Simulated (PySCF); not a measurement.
**Identify the compound**

The spectra below were simulated for a compound C9H5FO2.

¹H NMR (400 MHz, computed): δ 7.98 (d, J = 8.9 Hz, 1H), 7.79 (m, 1H), 7.72 (dd, J = 1.7, 1.0 Hz, 1H), 7.71 (m, 1H), 7.54 (m, 1H).

¹³C{¹H} NMR (computed): δ 160.6 (C), 154.5 (C, d, J = 390.3 Hz), 145.2 (C, d, J = 101.1 Hz), 134.7 (CH), 130.7 (C), 129.7 (CH), 129.3 (CH), 123.9 (CH, d, J = 5.1 Hz), 117.9 (CH).

Non-relativistic Hamiltonian, no solvent model, single conformer. Geometry: PBE0-D3(BJ)/def2-SVP; J: B3LYP/pcJ-1 (spin–dipole term only in couplings to heteroatoms); σ from GIAO-PBE0/pcSseg-1; PySCF 2.14.

Chemical shifts δ = σref − σ; ¹H, ¹³C vs TMS, all at this level.

Q: Propose a structure and justify it.

A: 
The formula gives 7 degrees of unsaturation (2 rings in the answer). 9 carbon signals for 9 carbons: no two carbons are equivalent. Carbon types of the structure: 4 × C, 5 × CH, which accounts for all hydrogens. δC 160.6, 130.7: ring-fusion aromatic carbon. δC 154.5: carbonyl carbon. δC 145.2: substituted aromatic carbon next to the ring oxygen. δC 134.7, 129.7, 129.3, 123.9, 117.9: aromatic CH. δH 7.98, 7.79, 7.72, 7.71, 7.54: hydrogen on an aromatic CH.

Structure: `InChI=1S/C9H5FO2/c10-9(11)8-5-6-3-1-2-4-7(6)12-8/h1-5H`.

The data come from this structure; uniqueness wasn't tested.

C–F couplings over four or more bonds (about 3 Hz to the para carbon of a fluoroarene) are left out. Common functionals overestimate the size of one-bond C–F couplings by tens of Hz; these are unscaled. Splittings below 1 Hz are ignored in the labels, and close J values are merged. Unscaled 3J(H,H) at this level run about 10 % above measured values. Shifts are as computed. Against solution values, carbons near 30 ppm lie about +2 ppm off and those near 130 ppm about +5 ppm. Of 1211 compounds with measured shifts, 218 miss one by over three times the rms of a fit or turn the order of signals round; such compounds aren't used in these exercises.
